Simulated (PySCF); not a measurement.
CrOBr2, SMILES [Br][Cr]([Br])=[O] (connectivity only; charge and spin as stated), neutral, multiplicity 3.

Coordinates come from a B3LYP-D3(BJ)/def2-SVP optimisation. The multiplicity is an assumed one; other spin states were not compared.

Two levels are set side by side: PBE/def2-TZVP (PySCF) and ωB97X/def2-TZVP (PySCF). Same geometry, gas phase. Differences are taken from unrounded values.

| quantity | ωB97X |
|---|---|
| α-spin orbital gap (eV) | 8.27 |
| β-spin orbital gap (eV) | 9.25 |
| dipole moment (D) | 0.54 |
| mean polarisability (bohr³) | 73.9 |

Question: What does PBE give, and how far is it from ωB97X? (Estimate from the structure and the level; the computed values follow.)

Answer: 
| quantity | PBE | PBE minus ωB97X |
|---|---|---|
| α-spin orbital gap (eV) | 1.18 | -7.09 |
| β-spin orbital gap (eV) | 2.88 | -6.36 |
| dipole moment (D) | 0.09 | -0.45 |
| mean polarisability (bohr³) | 79.4 | 5.5 |

Loosely held outer electrons make PBE densities more polarisable. Differences between two approximate levels are no errors against the true value.

Rough cost on one machine, each run with all the roots and properties that it gave: ωB97X against PBE within a factor of 2.
